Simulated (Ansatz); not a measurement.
`C[BH][SbH2]` + `O[SiH2][SiH3]` → `CBO[SiH2][SiH3]` + `[SbH3]` at 600 K and 1 bar (cleavage of the B–Sb bond).

Program: Ansatz. Geometries: PBE0-D4/def2-TZVP. ΔE: electronic, gas phase. CBS: MP2 limit from def2 TZ/QZ plus the TZ coupled-cluster correction, frozen cores. Elements past krypton have def2 core potentials. For Sb outer-core shells are correlated without core-valence functions, which leaves a few kJ/mol of doubt a bond. One conformer a species, not always the lowest.

| species | CCSD(T)/CBS energy (Eh) | H − E (kJ/mol) | S (J/(mol·K)) |
| --- | --- | --- | --- |
| `C[BH][SbH2]` | -306.44336 | 213.9 | 402.1 |
| `O[SiH2][SiH3]` | -656.96789 | 201.2 | 404.3 |
| `CBO[SiH2][SiH3]` | -721.67278 | 332.7 | 519.9 |
| `[SbH3]` | -241.78682 | 75.6 | 266.4 |

H − E and S are ideal-gas, rigid-rotor, harmonic terms from PBE0-D4/def2-TZVP, for one conformer and one mirror image of each species. 1 Eh = 2625.50 kJ/mol, R = 8.31446 J/(mol·K).

Task: By hand: ΔE, ΔH, ΔS and ΔG.

Result: ΔE = (-721.67278) + (-241.78682) − (-306.44336) − (-656.96789) = -0.04835 Eh = -126.9 kJ/mol. Δ(H − E) = 332.7 + 75.6 − 213.9 − 201.2 = -6.8, so ΔH = -133.7 kJ/mol. ΔS = 519.9 + 266.4 − 402.1 − 404.3 = -20.1 J/(mol·K). ΔG = -133.7 − 600 × (-20.1)/1000 = -121.6 kJ/mol.

Task: By hand: the equilibrium constant, and the temperature at which ΔG would vanish if ΔH and ΔS stayed fixed.

Result: log₁₀ K = −ΔG/(RT ln 10) = 10.6. ΔG = 0 at ΔH/ΔS = 6652 K, far beyond where these terms or the molecules hold.

ΔH outweighs TΔS. A doubt of 5 kJ/mol in ΔE shifts log₁₀ K by 0.4 here. Other conformers and mirror images would add mixing entropy, several J/(mol·K) or more a flexible species. Modes under 60 cm⁻¹, often nearly free rotors, make the harmonic entropy too high. These are equilibria of isolated gas molecules and say nothing of rates. Largest T1 diagnostic: 0.014 (customary marks: 0.02 for closed shells, 0.045 for open ones).
